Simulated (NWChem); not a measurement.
System: BeSiNH5; SMILES [NH2][Be][SiH3]

Input file for NWChem:

```
start job
memory heap 200 mb stack 900 mb global 1100 mb
geometry units angstroms noautoz
  Be    -0.008709    -0.773058     0.006894
  N      0.000356    -2.281064     0.000550
  H     -0.828457    -2.882849    -0.000290
  H      0.835077    -2.874607    -0.000296
  Si    -0.010014     1.396750     0.005452
  H     -0.948084     1.981461    -1.025233
  H      1.357734     1.958286    -0.312682
  H     -0.410815     1.999323     1.331502
end
basis spherical
  Be library def2-svp
  N library def2-svp
  H library def2-svp
  Si library def2-svp
end
dft
  xc xpbe96 cpbe96
  iterations 150
  mulliken
end
task dft energy
```

Output (shortened):

```
             Northwest Computational Chemistry Package (NWChem) 7.3.0
             --------------------------------------------------------

 C1  symmetry detected

                             Geometry "geometry" -> ""
                             -------------------------

 Output coordinates in angstroms (scale by  1.889725989 to convert to a.u.)

  No.       Tag          Charge          X              Y              Z
 ---- ---------------- ---------- -------------- -------------- --------------
    1 Be                   4.0000    -0.00513274    -0.79559129     0.00437098
    2 N                    7.0000     0.00015274    -2.30362109    -0.00039105
    3 H                    1.0000    -0.83016570    -2.90332781    -0.00051024
    4 H                    1.0000     0.83338371    -2.89925455    -0.00070377
    5 Si                  14.0000    -0.00100076     1.37421046     0.00065149
    6 H                    1.0000    -0.93771616     1.96018842    -1.03054584
    7 H                    1.0000     1.36811500     1.93198305    -0.31821885
    8 H                    1.0000    -0.40014449     1.97917720     1.32611133

 Effective nuclear repulsion energy (a.u.)      70.9253734389

  pbe96 is a nonlocal functional; adding pw91lda local functional.

                                 NWChem DFT Module
                                 -----------------

 Summary of "ao basis" -> "ao basis" (spherical)
 ------------------------------------------------------------------------------
       Tag                 Description            Shells   Functions and Types
 ---------------- ------------------------------  ------  ---------------------
 Be                         def2-svp                 5        9   3s2p
 N                          def2-svp                 6       14   3s2p1d
 H                          def2-svp                 3        5   2s1p
 Si                         def2-svp                 8       18   4s3p1d

            General Information
            -------------------
          SCF calculation type: DFT
          Wavefunction type:  closed shell.
          No. of atoms     :     8
          No. of electrons :    30
           Alpha electrons :    15
            Beta electrons :    15
          Charge           :     0
          Spin multiplicity:     1
          Use of symmetry is: off; symmetry adaption is: off
          Maximum number of iterations: 150
          AO basis - number of functions:    66
                     number of shells:    34
          Convergence on energy requested:  1.00D-06
          Convergence on density requested:  1.00D-05
          Convergence on gradient requested:  5.00D-04

              XC Information
              --------------
          PerdewBurkeErnzerhof Exchange Functional  1.000
            Perdew 1991 LDA Correlation Functional  1.000 local
           PerdewBurkeErnz. Correlation Functional  1.000 non-local

             Grid Information
             ----------------
          Grid used for XC integration:  medium
          Radial quadrature: Mura-Knowles
          Angular quadrature: Lebedev.
          Tag              B.-S. Rad. Rad. Pts. Rad. Cut. Ang. Pts.
          ---              ---------- --------- --------- ---------
          Be                  1.05       49          10.0       434
          N                   0.65       49          11.0       434
          H                   0.35       45          13.0       434
          Si                  1.10       88          11.0       590
          Grid pruning is: on
          Number of quadrature shells:   411
          Spatial weights used:  Erf1

      Superposition of Atomic Density Guess
      -------------------------------------

 Sum of atomic energies:        -360.03284784

      Non-variational initial energy
      ------------------------------

 Total energy =    -360.989809
 1-e energy   =    -635.863081
 2-e energy   =     203.947898
 HOMO         =      -0.347748
 LUMO         =       0.020928

     ---------------------------------------------
      Total Density - Mulliken Population Analysis
     ---------------------------------------------

    Atom       Charge   Shell Charges
 -----------   ------   -------------------------------------------------------
    1 Be   4     3.56   1.99  0.72  0.14  0.60  0.11
    2 N    7     7.95   1.99  1.05  0.44  2.68  1.79  0.00
    3 H    1     0.73   0.57  0.11  0.04
    4 H    1     0.73   0.57  0.11  0.04
    5 Si  14    13.84   2.00  1.99  1.03  0.26  5.94  1.15  1.39  0.08
    6 H    1     1.06   0.68  0.37  0.01
    7 H    1     1.06   0.68  0.37  0.01
    8 H    1     1.06   0.68  0.37  0.01

   convergence    iter        energy       DeltaE   RMS-Dens  Diis-err
 ---------------- ----- ----------------- --------- --------- ---------
 d= 0,ls=0.0,diis     1   -361.5399468122 -4.32D+02  2.11D-02  4.88D-01
 d= 0,ls=0.0,diis     2   -361.2867496795  2.53D-01  1.49D-02  2.25D+00
 d= 0,ls=0.0,diis     3   -361.6022514103 -3.16D-01  2.51D-03  4.41D-02
 d= 0,ls=0.0,diis     4   -361.6078720392 -5.62D-03  1.13D-03  2.47D-03
 d= 0,ls=0.0,diis     5   -361.6083235422 -4.52D-04  2.53D-04  1.54D-04
  Resetting Diis
 d= 0,ls=0.0,diis     6   -361.6083519726 -2.84D-05  2.74D-05  3.63D-06
 d= 0,ls=0.0,diis     7   -361.6083524625 -4.90D-07  1.60D-05  1.99D-07
 d= 0,ls=0.0,diis     8   -361.6083523786  8.39D-08  8.55D-06  8.56D-07

         Total DFT energy =     -361.608352378638
      One electron energy =     -638.969302212341
           Coulomb energy =      238.678594467713
    Exchange-Corr. energy =      -32.243018072903
 Nuclear repulsion energy =       70.925373438892

 Numeric. integr. density =       29.999996304930

                       DFT Final Molecular Orbital Analysis
                       ------------------------------------

[...]
```

Level: PBE/def2-SVP. Structure relaxed at the PBE-D3(BJ)/def2-SVP level.
